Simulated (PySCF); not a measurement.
C3H2N4.
Bonds: N1–C2 (triple), C2–C3, C3–C4 (aromatic), C4–N5 (aromatic), N5–N6 (aromatic), N6–N7 (aromatic), C3–N7 (aromatic). Hydrogens: H8 on C4; H9 on N5.

The computed photoelectron lines, unassigned: C 1s: 292.57 (area 1), 292.85 (area 1), 292.95 (area 1) eV; N 1s: 405.19 (area 1), 406.47 (area 1), 407.28 (area 1), 408.47 (area 1) eV.

Level of theory: delta-SCF UKS SCAN, pcX-2 on the ionised atom, pcseg-1 elsewhere, spin-free X2C (PySCF). Geometry: GFN2-xTB; no solvent, vibrations or thermal averaging.

(1) Which nitrogen gives which N 1s line?

Results:

(1) 405.19 eV: N1 (nitrile nitrogen); 406.47 eV: N7 (pyridine-type nitrogen); 407.28 eV: N6 (pyridine-type nitrogen); 408.47 eV: N5 (pyrrole-type nitrogen). The listed N 1s values span 3.28 eV, from N1 (bonded to C (triple bond)) to N5 (bonded to N (aromatic in the SMILES), C (aromatic in the SMILES) and H).

Bonded neighbours of each site: N1: C (triple bond); C2: N (triple bond) and C; C3: N (aromatic in the SMILES), C (aromatic in the SMILES) and C; C4: N (aromatic in the SMILES), C (aromatic in the SMILES) and H; N5: N (aromatic in the SMILES), C (aromatic in the SMILES) and H; N6: 2 N (aromatic in the SMILES); N7: N (aromatic in the SMILES) and C (aromatic in the SMILES).

**Question.** What is the N 1s shift of N7 against N5?

**Answer.** 406.47 − 408.47 = -2.00 eV, or -193 kJ/mol.

The run took about 2.5 min of CPU time (one thread, shared machine).
